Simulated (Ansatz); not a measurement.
The cluster Si5Mo2⁺. Charge 1, multiplicity 2. Geometry r2SCAN-D4/def2-SVP; atoms count from 1.

```xyz
7

Mo    1.136   -0.358   -0.719
Mo   -0.076   -2.227   -0.384
Si   -0.296    1.388   -1.724
Si   -0.179   -0.794    1.495
Si    1.516    0.782    1.442
Si   -0.626    1.568    0.659
Si   -1.475   -0.360   -0.768
```

In the def2 sets Mo takes a core potential; there is no spin–orbit coupling. The charge 1 doublet is spin-contaminated (final ⟨S²⟩ up to 0.90, 0.75 for a pure state). The structure comes from a short search, and lower isomers may exist.

Question: Estimate the Mulliken populations from the PBE0/def2-TZVP orbitals of Ansatz.

Answer: 
```tsv
atom	charge (e)	spin (α − β)	d electrons
Mo1	0.36	-0.46	4.78
Mo2	0.39	1.34	4.86
Si3	0.05	0.02	–
Si4	0.00	-0.05	–
Si5	0.05	0.02	–
Si6	0.15	0.18	–
Si7	0.00	-0.05	–
```
Mulliken values depend strongly on the basis.

Question: Where does the spin sit?

Answer: Summed by element: Mo 0.89, Si 0.11, of 1 unpaired in all. Largest on single atoms: Mo2 1.34, Mo1 -0.46, Si6 0.18.

Question: And the Mayer bond orders between heavy atoms (over 0.3)?

Answer: Mo1–Mo2 2.29 (2.25 Å); Mo1–Si3 1.07 (2.47 Å); Mo1–Si4 0.53 (2.61 Å); Mo1–Si5 1.07 (2.47 Å); Mo1–Si6 0.54 (2.95 Å); Mo1–Si7 0.53 (2.61 Å); Mo2–Si4 1.20 (2.37 Å); Mo2–Si7 1.19 (2.37 Å); Si3–Si6 0.73 (2.41 Å); Si3–Si7 0.87 (2.31 Å); Si4–Si5 0.87 (2.31 Å); Si4–Si6 0.53 (2.55 Å); Si4–Si7 0.38 (2.64 Å); Si5–Si6 0.73 (2.41 Å); Si6–Si7 0.53 (2.54 Å).
